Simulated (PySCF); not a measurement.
**How ionic is MRb along the alkali metals?**

r²SCAN in PySCF with def2-SVP on every atom (core potentials on Rb, Cs), for the lowest determinant that a PBE0 search found; no spin–orbit coupling. A negative dipole means M(+)Rb(−).

| M | state (unpaired electrons) | Re (Å) | μ (D) |
| --- | --- | --- | --- |
| Li | singlet (closed shell) | 3.621 | 3.68 |
| Na | singlet (closed shell) | 3.772 | 3.49 |
| K | singlet (closed shell) | 4.225 | 0.45 |
| Cs | singlet (closed shell) | 4.613 | -1.44 |

Q: Give the ionic character |μ|/(e·Re) of each, with 1 e·Å = 4.803 D, and the positive end.

A: RbLi 21 % (Rb positive), RbNa 19 % (Rb positive), KRb 2 % (Rb positive), CsRb 6 % (Cs positive). Lone pairs and polarisation enter μ too, so this number is only a rough measure of charge transfer.

Closed-shell solutions of metal pairs were not tested for spin polarisation, which can lower them a little. Spin–orbit coupling is left out.
